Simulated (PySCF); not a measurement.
## SMILES [SiH3]C1=CC2(C=CC=C2)C=C1, C₉H₁₀Si

Molfile (atoms numbered from 1):
```
C9H10Si
     RDKit          3D

 20 21  0  0  0  0  0  0  0  0999 V2000
    3.2518    0.1466   -0.1920 Si  0  0  0  0  0  4  0  0  0  0  0  0
    1.4052   -0.1561   -0.2763 C   0  0  0  0  0  0  0  0  0  0  0  0
    0.4477    0.5703    0.3476 C   0  0  0  0  0  0  0  0  0  0  0  0
   -0.9264    0.0197    0.0384 C   0  0  0  0  0  0  0  0  0  0  0  0
   -1.6958   -0.3648    1.2830 C   0  0  0  0  0  0  0  0  0  0  0  0
   -2.8425    0.3394    1.3411 C   0  0  0  0  0  0  0  0  0  0  0  0
   -2.9282    1.2201    0.1712 C   0  0  0  0  0  0  0  0  0  0  0  0
   -1.8346    1.0503   -0.5964 C   0  0  0  0  0  0  0  0  0  0  0  0
   -0.6025   -1.1454   -0.8657 C   0  0  0  0  0  0  0  0  0  0  0  0
    0.7303   -1.2298   -1.0340 C   0  0  0  0  0  0  0  0  0  0  0  0
    3.5918    1.5254   -0.6599 H   0  0  0  0  0  0  0  0  0  0  0  0
    3.9552   -0.8423   -1.0642 H   0  0  0  0  0  0  0  0  0  0  0  0
    3.7602   -0.0052    1.2061 H   0  0  0  0  0  0  0  0  0  0  0  0
    0.5867    1.4400    0.9923 H   0  0  0  0  0  0  0  0  0  0  0  0
   -1.3289   -1.1039    1.9951 H   0  0  0  0  0  0  0  0  0  0  0  0
   -3.5956    0.2729    2.1282 H   0  0  0  0  0  0  0  0  0  0  0  0
   -3.7548    1.9022   -0.0353 H   0  0  0  0  0  0  0  0  0  0  0  0
   -1.5893    1.5526   -1.5321 H   0  0  0  0  0  0  0  0  0  0  0  0
   -1.3697   -1.7912   -1.2932 H   0  0  0  0  0  0  0  0  0  0  0  0
    1.2506   -1.9758   -1.6382 H   0  0  0  0  0  0  0  0  0  0  0  0
  1  2  1  0
  2  3  2  0
  3  4  1  0
  4  5  1  0
  5  6  2  0
  6  7  1  0
  7  8  2  0
  4  9  1  0
  9 10  2  0
 10  2  1  0
  8  4  1  0
  1 11  1  0
  1 12  1  0
  1 13  1  0
  3 14  1  0
  5 15  1  0
  6 16  1  0
  7 17  1  0
  8 18  1  0
  9 19  1  0
 10 20  1  0
M  END
```

Level of theory: TDDFT CAM-B3LYP/aug-cc-pVDZ excited states, vertical, gas phase in PySCF. Geometry: PBE0-D3(BJ)/def2-SVP.

Question: How strongly do the lowest singlets absorb one photon, and two photons of half the energy?

Answer: δ for parallel linear polarisation; σ at the peak of a Lorentzian of half width 0.1 eV, single beam; Ω is circular over linear.
```csv
state,E (eV),f,photon λ (nm),δ (au),σ (GM),Ω,main
S1,4.17,0.011,595,17.5,0.11,1.04,HOMO→LUMO 0.97
S2,4.38,0.017,566,2.44,0.02,1.50,HOMO→LUMO+1 0.94
S3,5.36,0.001,463,13.4,0.14,1.50,HOMO→LUMO+2 0.82
S4,5.56,0.036,446,35.2,0.40,0.41,HOMO−1→LUMO 0.96
S5,5.77,0.014,430,39.4,0.48,1.50,"HOMO−1→LUMO+1 0.43, HOMO→LUMO+3 0.38"
S6,5.78,0.044,429,35.6,0.44,1.50,"HOMO−1→LUMO+1 0.49, HOMO→LUMO+3 0.29"
```

Among these, the strongest one-photon state is S6, the strongest two-photon state S5, with a dipole change of 3.0 D (relaxed, norm of the difference vector).
